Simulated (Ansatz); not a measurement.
`[SiH3][NH][GeH3]` + `[OH][Ge][Cl]` → `[SiH3][O][Ge][Cl]` + `[NH2][GeH3]`  (ligand exchange at the Si–N bond)

Isolated molecules relaxed with PBE0-D4/def2-TZVP in Ansatz; ΔE leaves out vibrations. CBS: MP2 limit from def2 TZ/QZ plus the TZ coupled-cluster correction, frozen cores. Functionals use def2-TZVPP. HSE06 is defined as in plane-wave codes. For Ge outer-core shells are correlated without core-valence functions, which leaves a few kJ/mol of doubt a bond. Scalar relativity is left out up to krypton. Each species was taken in one conformer, which may not be the lowest.

```
            species  HSE06 energy (Eh)
 `[SiH3][NH][GeH3]`        -2425.04105
     `[OH][Ge][Cl]`        -2612.64975
`[SiH3][O][Ge][Cl]`        -2903.25338
      `[NH2][GeH3]`        -2134.45120
```

Question: Work out ΔE.

Answer: ΔE = (-2903.25338) + (-2134.45120) − (-2425.04105) − (-2612.64975) = -0.01378 Eh = -36.2 kJ/mol. CCSD(T)/CBS gives -41.0 kJ/mol.

Largest T1 diagnostic among the species: 0.014.

In def2-TZVPP, CCSD(T) changes the Hartree–Fock value by +7.7 kJ/mol (the triples alone add +0.7 kJ/mol) and MP2 by +8.0 kJ/mol. Leaving LDA and LC-ωPBE aside and taking each functional with its dispersion term where it has one, the values, not all of them listed here, spread over 10.8 kJ/mol, from BHLYP-D4 to revPBE-D4.
